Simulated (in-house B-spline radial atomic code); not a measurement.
Configurations of Dy³⁺, with energies counted from [Xe] 4f9. Computed with an all-electron radial atomic-structure program (B-spline basis): scalar-relativistic (X2C) LC-wPBE, spin-polarised, spherical fractional occupations, exact exchange averaged over the configuration, Fermi nucleus of rms radius 5.2218 fm. Shells without spins written out take the highest spin.

Occupations are held fixed; configurations that lie above the ionisation limit could autoionise.

```tsv
configuration	E - E(ref) (eV)	highest orbital	its <r> (bohr)
[Xe] 4f8 5d1	8.8765	5d up	1.993
[Kr] 4d10 4f10 5s2 5p5	21.704	4f down	0.8489
[Kr] 4d10 4f9 5s2 5p5 5d1	27.075	5d up	2.021
[Kr] 4d10 4f9 5s2 5p5 6p1	36.537	6p up	3.487
[Kr] 4d9 4f9 5s2 5p6 6f1	184.23	6f up	7.463
```

Order these further configurations by energy, lowest first.
A. [Xe] 4f8 6s1
B. [Kr] 4d9 4f9 5s2 5p6 5f1
C. [Xe] 4f8 6f1
D. [Kr] 4d9 4f9 5s2 5p6 6p1
E. [Xe] 4f8 6d1

A (12.522 eV), E (25.772 eV), C (32.48 eV), D (170.26 eV), B (179.24 eV).

How far above the reference does [Kr] 4d10 4f9 5s2 5p5 6d1 lie?

43.725 eV; its least bound orbital is 6d up with <r> = 4.667 bohr.
